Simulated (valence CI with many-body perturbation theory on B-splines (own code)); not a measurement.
Sb: electric-dipole lines

Calculated by configuration interaction combined with many-body perturbation theory (CI+MBPT): five valence electrons over a frozen Dirac-Fock core [Kr] 4d10, a basis of 10 s, 10 p, 9 d, 7 f, 4 g, 2 h functions for each j, with the one-electron correlation potential Σ1, the two-electron term Σ2, the three-electron term Σ3, Breit, model QED; selected CI, second order for the rest, scaled by the run's own slope (own B-spline code, finite nucleus).

Against 19 measured levels this calculation errs by 64 cm⁻¹ on average and by 178 at most. These come from a selection out of the NIST Handbook of Basic Atomic Spectroscopic Data. Levels without a partner in it may be off by more. Among the levels kept, up to 870 cm⁻¹ of a level comes from second order outside the variational space, and about a tenth of that is noise between levels of different J, which matters for small intervals.

Lines 151 to 200 of 235 in falling wavelength, among levels below 7.780 eV, chosen from the strongest by gf and those to the six lowest levels. Wavelengths and rates use the calculated energies, so an error of 60 cm⁻¹ moves a line at 244.4 nm by 0.15 % and its rate by three times that or more. Electric multipoles are in the length gauge, E1 and E2 with the static RPA response of the core. Weak lines are less certain than strong ones. Lines between different terms over intervals too small for the method are left out, as are lines whose strength nearly cancels. The highest levels of a list are the least certain.

Names give the largest LS component (configuration and term), which can be under half, so a name can repeat, a term be missing and a line seem to break the LS rules; names also repeat where a configuration has a term twice. Letters in brackets count levels of one name in rising energy.

```csv
λ vac (nm),λ from measured levels,Upper,Lower,A (s⁻¹),log gf,Branch %
248.6,,5s2 5p2 5d 2P_3/2,5s2 5p3 2P°_1/2,1.89e+07,-1.15,17.6
248.1,,5s2 5p2 5d 4D_5/2,5s2 5p3 2P°_3/2,1.59e+06,-2.06,1.8
244.4,244.6,5s2 5p2 6s 2P_3/2,5s2 5p3 2D°_3/2,7.08e+06,-1.60,2.6
243.7,,5s2 5p2 7s 4P_1/2 [a],5s2 5p3 2P°_1/2,1.37e+07,-1.61,11.6
242.6,,5s2 5p2 5d 2P_1/2,5s2 5p3 2P°_3/2,1.37e+07,-1.62,14.5
240.4,,5s2 5p2 7s 4P_1/2 [b],5s2 5p3 2P°_1/2,5.79e+06,-2.00,24.6
238.8,,5s2 5p2 5d 2D_5/2 [a],5s2 5p3 2P°_3/2,1.66e+07,-1.07,13.0
237.9,,5s2 5p2 5d 2D_3/2 [a],5s2 5p3 2P°_3/2,2.07e+07,-1.15,20.3
236.8,,5s2 5p2 5d 4D_3/2,5s2 5p3 2P°_1/2,3.30e+06,-1.95,9.8
235.9,,5s2 5p2 7s 4P_3/2,5s2 5p3 2P°_3/2,3.28e+06,-1.96,7.0
233.9,,5s2 5p2 7s 2P_1/2,5s2 5p3 2P°_3/2,4.29e+06,-2.15,3.7
232.0,,5s2 5p2 5d 2D_5/2 [b],5s2 5p3 2P°_3/2,1.03e+07,-1.30,4.5
231.1,,5s2 5p2 5d 2P_1/2,5s2 5p3 2P°_1/2,6.83e+07,-0.96,72.6
231.0,231.2,5s2 5p2 6s 4P_1/2,5s2 5p3 4S°_3/2,1.61e+08,-0.59,82.7
230.8,,5s2 5p2 5d 2D_3/2 [b],5s2 5p3 2P°_3/2,3.63e+07,-0.94,22.1
230.3,229.4,5s2 5p2 5d 4P_5/2,5s2 5p3 2D°_5/2,5.34e+06,-1.59,3.6
229.5,229.0,5s2 5p2 5d 4F_3/2,5s2 5p3 2D°_5/2,6.85e+06,-1.66,12.6
227.5,,5s 5p4 4P_5/2,5s2 5p3 2P°_3/2,7.62e+06,-1.45,2.9
226.9,,5s2 5p2 5d 2D_3/2 [a],5s2 5p3 2P°_1/2,5.98e+07,-0.73,58.8
225.1,,5s2 5p2 7s 4P_3/2,5s2 5p3 2P°_1/2,3.69e+05,-2.95,0.8
223.4,222.6,5s2 5p2 5d 4P_5/2,5s2 5p3 2D°_3/2,7.67e+06,-1.46,5.1
223.2,,5s2 5p2 7s 2P_1/2,5s2 5p3 2P°_1/2,3.86e+07,-1.24,32.9
222.6,222.1,5s2 5p2 5d 4F_3/2,5s2 5p3 2D°_3/2,1.83e+07,-1.26,33.7
221.4,220.9,5s2 5p2 5d 4F_5/2,5s2 5p3 2D°_5/2,2.12e+07,-1.03,19.4
220.5,,5s2 5p2 5d 2D_3/2 [b],5s2 5p3 2P°_1/2,1.12e+08,-0.49,67.8
220.4,220.4,5s2 5p2 6s 2D_3/2,5s2 5p3 2D°_5/2,8.80e+05,-2.59,0.5
218.0,218.0,5s2 5p2 6s 2D_5/2,5s2 5p3 2D°_5/2,1.64e+08,-0.15,89.2
217.5,217.6,5s2 5p2 6s 4P_3/2,5s2 5p3 4S°_3/2,1.68e+08,-0.32,88.3
216.5,216.0,5s2 5p2 5d 4P_3/2,5s2 5p3 2D°_5/2,5.55e+06,-1.81,2.8
215.0,214.6,5s2 5p2 5d 4F_5/2,5s2 5p3 2D°_3/2,5.62e+07,-0.63,51.5
214.7,214.3,5s2 5p2 5d 4F_7/2,5s2 5p3 2D°_5/2,1.94e+07,-0.97,99.6
214.1,214.0,5s2 5p2 6s 2D_3/2,5s2 5p3 2D°_3/2,9.76e+07,-0.57,51.5
213.8,,5s2 5p2 5d 2P_3/2,5s2 5p3 2D°_5/2,3.13e+04,-4.07,0.0
212.6,212.8,5s2 5p2 6s 2P_1/2,5s2 5p3 4S°_3/2,1.18e+07,-1.79,4.1
211.8,211.8,5s2 5p2 6s 2D_5/2,5s2 5p3 2D°_3/2,5.10e+06,-1.69,2.8
211.2,210.8,5s2 5p2 5d 2F_5/2,5s2 5p3 2D°_5/2,2.09e+04,-4.08,0.0
210.3,209.9,5s2 5p2 5d 4P_3/2,5s2 5p3 2D°_3/2,8.24e+07,-0.66,41.6
208.1,207.5,5s2 5p2 5d 4P_1/2,5s2 5p3 2D°_3/2,5.46e+04,-4.15,0.0
207.8,,5s2 5p2 5d 2P_3/2,5s2 5p3 2D°_3/2,4.48e+06,-1.94,4.2
206.7,206.9,5s2 5p2 6s 4P_5/2,5s2 5p3 4S°_3/2,1.91e+08,-0.13,89.0
205.3,205.0,5s2 5p2 5d 2F_5/2,5s2 5p3 2D°_3/2,9.79e+07,-0.43,96.8
205.0,,5s2 5p2 5d 4D_3/2,5s2 5p3 2D°_5/2,1.14e+07,-1.54,33.6
204.5,,5s2 5p2 5d 4D_5/2,5s2 5p3 2D°_5/2,4.17e+07,-0.80,48.4
204.3,,5s2 5p2 7s 4P_1/2 [a],5s2 5p3 2D°_3/2,6.16e+06,-2.11,5.2
204.0,,5s2 5p2 5d 4D_7/2,5s2 5p3 2D°_5/2,4.28e+05,-2.67,71.0
202.3,202.5,5s2 5p2 6s 2P_3/2,5s2 5p3 4S°_3/2,7.36e+06,-1.74,2.7
202.0,,5s2 5p2 7s 4P_1/2 [b],5s2 5p3 2D°_3/2,6.62e+06,-2.09,28.1
199.5,,5s2 5p2 5d 4D_3/2,5s2 5p3 2D°_3/2,1.22e+07,-1.54,36.1
199.0,,5s2 5p2 5d 4D_5/2,5s2 5p3 2D°_3/2,2.53e+07,-1.05,29.4
198.1,,5s2 5p2 5d 2D_5/2 [a],5s2 5p3 2D°_5/2,1.36e+07,-1.32,10.6
```
